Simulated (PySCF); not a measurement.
# GeF⁺: one state, many levels of theory

State: ¹Σ⁺ (singlet), closed shell. Set-up: PySCF, spin-free X2C with a Gaussian nucleus, basis sets Ge jorge-DZP-DKH, F jorge-DZP-DKH. De refers to Ge⁺ + F in their high-spin ground configurations, without counterpoise correction. A positive dipole points towards F; it is taken about the centre of mass and depends on that origin.

| Level | Re (Å) | ωe (cm⁻¹) | De (eV) | μ (D) | CPU s a point (SCF and correlation, without the integrals) |
| --- | --- | --- | --- | --- | --- |
| RHF | 1.658 | 840 | 3.22 | -3.44 | 0.084 |
| RHF-MP2 | 1.677 | 800 | 5.32 | n/a | 0.14 |
| RHF-SCS-MP2 | 1.679 | 796 | 5.11 | n/a | n/a |
| RHF-CCSD | 1.674 | 804 | 4.93 | n/a | n/a |
| RHF-CCSD(T) | 1.679 | 792 | 5.06 | n/a | 1.4 |
| PBE | 1.703 | 749 | 5.86 | -2.86 | 0.66 |
| r²SCAN | 1.680 | 790 | 5.60 | -2.87 | 0.98 |
| TPSSh | 1.688 | 778 | 5.46 | -2.96 | 1.1 |
| PBE0 | 1.679 | 794 | 5.31 | -3.06 | 1.1 |
| BHandHLYP | 1.668 | 819 | 4.82 | -3.26 | 0.59 |
| M06-2X | 1.677 | 812 | 5.06 | -3.23 | 1.1 |
| LC-ωPBE | 1.668 | 826 | 5.40 | -3.00 | 0.82 |

The bond length runs from 1.658 Å (RHF) to 1.703 Å (PBE). De spans 3.22 eV (RHF, mean field) to 5.86 eV (PBE, GGA). Correlation at CCSD(T) changes the Hartree–Fock bond energy by +1.84 eV; the triples alone change it by +0.13 eV.

Correlated steps freeze 10 core orbitals. Correlated levels converge slowly with the basis: in double zeta they bind strong bonds too weakly, by up to about 1 eV, and carry superposition errors of some tenths. For an ion De counts to the pair picked by the measured ionisation energies or electron affinities, which need not be the lowest pair at this level. Where the molecule has an RHF reference, its open-shell atoms are computed with UHF.

The whole job (state search and all levels along the bond) took about 1.9 min on 1 thread of Arm Neoverse V2 (shared host), peak memory 0.77 GiB.
